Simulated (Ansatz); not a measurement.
Gas-phase electronic energies from Ansatz, PBE0-D4/def2-TZVP geometries. CCSD(T)/CBS is the MP2 limit (def2-TZVPP, def2-QZVPP) plus CCSD(T) − MP2 in def2-TZVPP, frozen cores. This one scheme is used for every species. Functionals use def2-TZVPP. B3LYP here is the variant with VWN-RPA as its local correlation; programs differ in this. HSE06 is defined as in plane-wave codes. One conformer a species, not always the lowest.

Reaction (ligand exchange at the Al–C bond): `[OH][AlH][CH2]F` + CH₃NH₂ → `C[NH][AlH][OH]` + `CF`

`[OH][AlH][CH2]F`:

Cartesian coordinates in Å:
```
O 1.113 0.754 1.443
Al 0.149 -0.396 0.652
C -0.503 0.172 -1.124
F -1.283 -0.840 -1.699
H 1.502 0.629 2.306
H -0.177 -1.796 1.313
H 0.316 0.398 -1.817
H -1.117 1.080 -1.073
```

CH₃NH₂:

Z-matrix (Å, degrees):
```
C
N 1 1.453
H 1 1.092 2 109.4
H 1 1.100 2 115.4 3 -121.6
H 1 1.092 2 109.4 3 116.8
H 2 1.012 1 110.6 3 62.6
H 2 1.012 1 110.6 3 -179.3
```

`C[NH][AlH][OH]`:

```xyz
10

C    -0.103    0.326   -1.382
N     0.390    0.713   -0.080
Al    0.246   -0.112    1.477
O    -0.566   -1.593    1.633
H     0.702    0.197   -2.116
H    -0.628   -0.631   -1.316
H    -0.816    1.050   -1.795
H     0.884    1.593   -0.111
H     0.883    0.529    2.764
H    -0.992   -2.073    0.926
```

`CF`:

Z-matrix (Å, degrees):
```
C
F 1 1.376
H 1 1.092 2 109.1
H 1 1.092 2 109.1 3 -120.0
H 1 1.092 2 109.1 3 120.0
```

```
             level  ΔE (kJ/mol)  difference from CCSD(T)/CBS
       LDA (SPW92)       -108.4                          6.4
            PBE-D4       -104.6                         10.2
         revPBE-D4       -104.7                         10.1
           BLYP-D4       -110.0                          4.8
            B97M-V       -112.4                          2.4
           PBE0-D4       -108.7                          6.1
          B3LYP-D4       -113.1                          1.7
        r2SCAN0-D4       -115.2                         -0.4
          HSE06-D4       -108.5                          6.3
          BHLYP-D4       -117.8                         -3.0
      CAM-B3LYP-D4       -114.3                          0.5
           ωB97X-V       -110.4                          4.4
           ωB97M-V       -109.7                          5.1
            B2PLYP       -114.7                          0.1
          PBE-QIDH       -114.7                          0.1
            revPBE       -100.1                         14.7
            r2SCAN       -113.1                          1.7
              PBE0       -106.9                          7.9
             B3LYP       -110.0                          4.8
           r2SCANh       -113.7                          1.1
           r2SCAN0       -114.6                          0.2
             HSE06       -106.8                          8.0
             BHLYP       -115.3                         -0.5
         CAM-B3LYP       -112.5                          2.3
RPA@PBE/def2-TZVPP       -113.4                          1.4
       HF/def2-SVP       -121.2                         -6.4
      MP2/def2-SVP       -123.9                         -9.1
     CCSD/def2-SVP       -119.8                         -5.0
  CCSD(T)/def2-SVP       -119.9                         -5.1
     HF/def2-TZVPP       -119.2                         -4.4
    MP2/def2-TZVPP       -121.0                         -6.2
SCS-MP2/def2-TZVPP       -120.2                         -5.4
   CCSD/def2-TZVPP       -116.4                         -1.6
CCSD(T)/def2-TZVPP       -116.3                         -1.5
     HF/def2-QZVPP       -119.9                         -5.1
    MP2/def2-QZVPP       -120.3                         -5.5
SCS-MP2/def2-QZVPP       -119.6                         -4.8
      HF/CBS(def2)       -120.0                         -5.2
     MP2/CBS(def2)       -119.5                         -4.7
    CCSD/CBS(def2)       -114.9                         -0.1
       CCSD(T)/CBS       -114.8                            0
```

Largest T1 diagnostic among the species: 0.012.

From PBE to PBE0 (25 % exact exchange), in def2-TZVPP and without D4, ΔE moves by −4.3 kJ/mol. At CCSD(T), def2-SVP lies −5.1 kJ/mol from the extrapolated value and def2-TZVPP −1.5 kJ/mol.
